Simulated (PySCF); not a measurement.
PySCF job for Hf(F)2(SH)2 (F2H2HfS2), SMILES [F][Hf]([F])([SH])[SH], multiplicity 1, PBE-D3(BJ)/def2-SVP. Geometry: PBE-D3(BJ)/def2-SVP. A frequency run showed that this geometry is not a minimum. The multiplicity is an assumed one; other spin states were not compared. The def2 effective core potentials stand for the cores of Hf; spin–orbit coupling is left out. The values are those of a single conformer.

```python
import numpy as np
from pyscf import gto, scf, dft, df
from pyscf.hessian import thermo

mol = gto.M(
    atom='''
    Hf   -0.00000000   -0.00000000    0.20526298
    F     0.00000000   -1.50805310    1.38037843
    F     0.00000000    1.50805311    1.38037842
    S    -1.98794621   -0.00000000   -1.22826214
    H    -2.84020810   -0.00000000   -0.16067883
    S     1.98794621   -0.00000000   -1.22826214
    H     2.84020809   -0.00000000   -0.16067883
    ''',
    basis='def2-SVP',
    ecp={'Hf': 'def2-svp'},
    charge=0,
    spin=0,
    max_memory=1600,
    verbose=3,
)
mf = dft.RKS(mol, xc='pbe').density_fit(auxbasis='def2-universal-jkfit')
mf.disp = 'd3bj'
mf.grids.level = 3
mf.conv_tol = 1e-11
mf.max_cycle = 100
mf.kernel()

# [left out here: the lines that compute and print the analytic Hessian (its translational invariance restored by hand, since the grid's response is missing), thermochemistry and intensities]
```

It prints:

```
converged SCF energy = -1044.64857569775

WARN: DFTD3 does not support analytical Hessian, using finite difference


WARN: Mole.unit (angstrom) is changed to Bohr

Mode                                 0                   1                   2
Irrep
Freq [cm^-1]                     -166.9149           -109.6317             77.5306
Reduced mass [au]                   1.0685              1.0396             14.0843
Force const [Dyne/A]               -0.0175             -0.0074              0.0499
Char temp [K]                    -240.1534           -157.7356            111.5492
Normal mode                   x     y     z       x     y     z       x     y     z
       0  Hf                -0.00  0.00 -0.00    0.00 -0.00 -0.00    0.00 -0.00  0.03
       1   F                 0.03 -0.00 -0.00    0.00  0.01  0.01   -0.00 -0.01  0.01
       2   F                -0.03 -0.00  0.00   -0.00  0.01 -0.01   -0.00  0.01  0.01
       3   S                 0.00 -0.02 -0.00   -0.00  0.02  0.00    0.08  0.00 -0.08
       4   H                 0.00  0.68 -0.00   -0.00 -0.69  0.00   -0.01 -0.00 -0.15
       5   S                 0.00  0.02  0.00    0.00  0.02  0.00   -0.08  0.00 -0.08
       6   H                -0.00 -0.68  0.00    0.00 -0.69  0.00    0.01 -0.00 -0.15
Mode                                 3                   4                   5
Irrep
Freq [cm^-1]                      102.7805            132.3711            133.4411
Reduced mass [au]                  17.7005             16.7415             13.6654
Force const [Dyne/A]                0.1102              0.1728              0.1434
Char temp [K]                     147.8782            190.4525            191.9920
Normal mode                   x     y     z       x     y     z       x     y     z
       0  Hf                 0.00 -0.04  0.00    0.00 -0.00 -0.00    0.02  0.00 -0.00
       1   F                 0.00  0.03  0.10   -0.14  0.00  0.00   -0.14  0.00  0.00
       2   F                -0.00  0.03 -0.10    0.14 -0.00  0.00   -0.14 -0.00  0.00
       3   S                -0.00  0.08  0.00    0.00 -0.07  0.00    0.01  0.00  0.05
       4   H                 0.00  0.11  0.00    0.00  0.08  0.00    0.07 -0.00  0.10
       5   S                 0.00  0.08  0.00    0.00  0.07 -0.00    0.01 -0.00 -0.05
       6   H                -0.00  0.11  0.00    0.00 -0.08 -0.00    0.07  0.00 -0.10
Mode                                 6                   7                   8
Irrep
Freq [cm^-1]                      162.0704            339.2404            360.5282
Reduced mass [au]                  18.5267              6.6403             19.8771
Force const [Dyne/A]                0.2867              0.4503              1.5222
Char temp [K]                     233.1833            488.0915            518.7199
Normal mode                   x     y     z       x     y     z       x     y     z
       0  Hf                 0.00  0.00  0.02    0.00  0.00  0.02    0.04  0.00 -0.00
       1   F                -0.00 -0.11 -0.11    0.00 -0.01 -0.00   -0.02  0.00 -0.00
       2   F                -0.00  0.11 -0.11    0.00  0.01 -0.00   -0.02 -0.00 -0.00
       3   S                 0.01 -0.00  0.02   -0.09 -0.00 -0.06   -0.09  0.00 -0.06
       4   H                 0.03 -0.00  0.04   -0.20  0.00 -0.15   -0.10  0.00 -0.06
       5   S                -0.01 -0.00  0.02    0.09 -0.00 -0.06   -0.09 -0.00  0.06
       6   H                -0.03 -0.00  0.04    0.20  0.00 -0.15   -0.10 -0.00  0.06
Mode                                 9                  10                  11
Irrep
Freq [cm^-1]                      459.7406            471.6140            650.1562
Reduced mass [au]                   1.0825              1.1923             21.1194
Force const [Dyne/A]                0.1348              0.1562              5.2598
Char temp [K]                     661.4644            678.5476            935.4300
Normal mode                   x     y     z       x     y     z       x     y     z
       0  Hf                 0.00 -0.00  0.00   -0.00  0.00  0.01   -0.00  0.03 -0.00
       1   F                -0.01 -0.00  0.00    0.00 -0.01  0.01   -0.00 -0.12  0.09
       2   F                -0.01  0.00  0.00    0.00  0.01  0.01    0.00 -0.12 -0.09
       3   S                 0.01 -0.00  0.03   -0.02 -0.00 -0.04   -0.00 -0.00  0.00
       4   H                -0.53  0.00 -0.42    0.51 -0.00  0.40   -0.00 -0.02 -0.00
       5   S                 0.01  0.00 -0.03    0.02 -0.00 -0.04    0.00 -0.00  0.00
       6   H                -0.53 -0.00  0.42   -0.51 -0.00  0.40    0.00 -0.02 -0.00
Mode                                12                  13                  14
Irrep
Freq [cm^-1]                      654.7112           2597.6625           2598.1067
Reduced mass [au]                  18.2286              1.0381              1.0379
Force const [Dyne/A]                4.6037              4.1271              4.1278
Char temp [K]                     941.9836           3737.4580           3738.0971
Normal mode                   x     y     z       x     y     z       x     y     z
       0  Hf                -0.00  0.00  0.02   -0.00  0.00  0.00   -0.00 -0.00 -0.00
       1   F                 0.00  0.12 -0.10    0.00 -0.00  0.00    0.00  0.00 -0.00
       2   F                 0.00 -0.12 -0.10    0.00  0.00  0.00    0.00 -0.00 -0.00
       3   S                 0.00 -0.00 -0.00   -0.01 -0.00  0.02    0.01 -0.00 -0.02
       4   H                 0.05 -0.00  0.03    0.44  0.00 -0.54   -0.44  0.00  0.53
       5   S                -0.00 -0.00 -0.00   -0.01  0.00 -0.02   -0.01 -0.00 -0.02
       6   H                -0.05 -0.00  0.03    0.44 -0.00  0.53    0.44  0.00  0.53
temperature 298.1500 [K]
pressure 101325.00 [Pa]
Rotational constants [GHz] 1.92331 1.41931 1.13311
Symmetry number 2
Zero-point energy (ZPE) 0.01991 [Eh]   52276.531 [J/mol]
                           tot       elec      trans        rot        vib
Entropy [J/mol/K]       379.598      0.000    179.137    115.705     84.756
Cv [J/mol/K]             97.294      0.000     12.472     12.472     72.351
Cp [J/mol/K]            105.609      0.000     20.786     12.472     72.351
Internal energy [J/mol]                      3718.434   3718.434  65322.673
Internal energy [Eh]   -1044.62086  -1044.64858
Enthalpy [J/mol]                             6197.391   3718.434  65322.673
Enthalpy [Eh]          -1044.61992
Gibbs free energy [J/mol]                  -47212.440 -30778.944  40052.756
Gibbs free energy [Eh] -1044.66303
mode   freq/cm-1   IR/(km/mol)
   1     -166.91         0.000
   2     -109.63        49.635
   3       77.53         1.009
   4      102.78         4.581
   5      132.37         0.000
   6      133.44         7.829
   7      162.07         7.419
   8      339.24        15.058
   9      360.53        58.735
  10      459.74        46.653
  11      471.61         0.015
  12      650.16        82.693
  13      654.71        83.959
  14     2597.66         8.596
  15     2598.11         0.000
max |gradient| / (hartree/bohr): 0.00022811803530982654
APT charges: [ 1.9454 -0.5799 -0.5799 -0.4853  0.0926 -0.4853  0.0926]
```

The calculation finished and met its thresholds. The end point has an imaginary mode, so it is no minimum.

Cost: roughly 2.8 core-minutes.
